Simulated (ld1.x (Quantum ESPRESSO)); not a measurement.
Ranking TM potentials for Re

All share these settings but for the change named:

ld1.x (Quantum ESPRESSO) 7.5 input, shortened:

```
&input
   title='Re', zed=75., rel=2, dft='PZ', iswitch=3,
   config='[Xe] 4f14 5d5 6s2 6p0', rel_dist='average'
 /
 &inputp
   pseudotype=2, tm=.true., lloc=1,
   nlcc=.false.
 /
3
6S  1  0   2.00   0.00  2.40  2.40  0.0
5D  3  2   5.00   0.00  2.05  2.05  0.0
6P  2  1   0.00   0.00  4.00  4.00  0.0
 &test
   configts(1)='5d5 6s2 6p0'
 /
```

Open shells are filled in proportion to 2j + 1 (rel_dist='average').

Test errors are all-electron minus pseudo excitation energies from the reference, over 5d5 6s1 6p0; 5d5 6s0 6p0; 5d4 6s0 6p0; 5d5 6s0 6p1; 5d4 6s2 6p1; 5d5.5 6s1.5 6p0; 5d6 6s0 6p0. None of these files shows a bound ghost.

The base gives 94.9 meV.

Of 9 variants that were run, those that failed, showed a ghost or another fault, or gave nearly equal values are left out.

A variant can come out equal or close to the base, since the largest error may sit in a test that the change hardly touches while other tests move.

Task: Rank these variants by their largest absolute test error, smallest first.
A. wave 6p (bound): rc 4.00 bohr becomes 6p (bound): rc 4.60 bohr
B. local potential the s channel
C. core correction a·sin(br)/r model core inside 1.50 bohr
D. all radii scaled by about 1.03 (s 2.48, p 4.14, d 2.12 bohr)

Result: B (46.5 meV), D (101.3 meV), A (115.2 meV), C (276.6 meV).
